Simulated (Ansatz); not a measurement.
Total energies of `C[N]=[W](=[O])([OH])[F]`.

Z-matrix (Å, degrees):
```
C
W 1 3.087
N 1 1.420 2 13.8
H 1 1.095 2 97.8 3 -176.4
H 1 1.094 2 115.8 3 68.4
H 1 1.095 2 117.4 3 -60.7
O 2 1.887 1 113.7 3 63.3
O 2 1.705 1 96.8 3 177.6
F 2 1.873 1 112.9 3 -66.8
H 7 0.959 2 124.6 1 -17.7
```

The species carries charge 0 and has multiplicity 1. Correlated methods include outer-core shells of W, which these sets cover unevenly. W takes the def2 core potential. Geometry: relaxed with PBE0-D4/def2-TZVP. It is one conformer, not always the lowest. Basis def2-TZVPP, Ansatz 0.2.0.

RPA on PBE orbitals: Hartree–Fock energy of these orbitals -410.39588 Eh, correlation -2.36024 Eh (frozen core).

```json
{"functional": "PBE", "energy without D4 (Eh)": "-412.69434", "D4 term (kJ/mol)": "-21.7"}
{"functional": "ωB97M-V", "energy without D4 (Eh)": "-412.79274", "D4 term (kJ/mol)": "–"}
```

(1) Give the same for LDA (SPW92), revPBE, BLYP, r2SCAN, B97M-V, PBE0, B3LYP, r2SCANh, r2SCAN0, HSE06 (plane-wave form), BHLYP, CAM-B3LYP, LC-ωPBE, ωB97X-V, B2PLYP, PBE-QIDH. (Estimate.)

B3LYP takes the VWN-RPA correlation (the form of Gaussian; ORCA's B3LYP/G). HSE06 is the plane-wave form, built on full-range PBE exchange. The double hybrids freeze the cores in their second-order part.

Answers

(1) The calculation gave: 
```tsv
functional	energy without D4 (Eh)	D4 term (kJ/mol)
LDA (SPW92)	-410.39882	–
revPBE	-412.97877	-60.4
BLYP	-412.94893	-46.7
r2SCAN	-412.88373	-5.3
B97M-V	-412.91283	–
PBE0	-412.61901	-18.5
B3LYP	-413.02661	-35.0
r2SCANh	-412.82931	-5.7
r2SCAN0	-412.75005	-6.3
HSE06 (plane-wave form)	-412.60327	-17.3
BHLYP	-412.67188	-28.6
CAM-B3LYP	-412.83041	-18.9
LC-ωPBE	-412.80208	–
ωB97X-V	-412.84001	–
B2PLYP	-412.67082	–
PBE-QIDH	-412.47678	–
```

LC-ωPBE has ω = 0.4 bohr⁻¹.
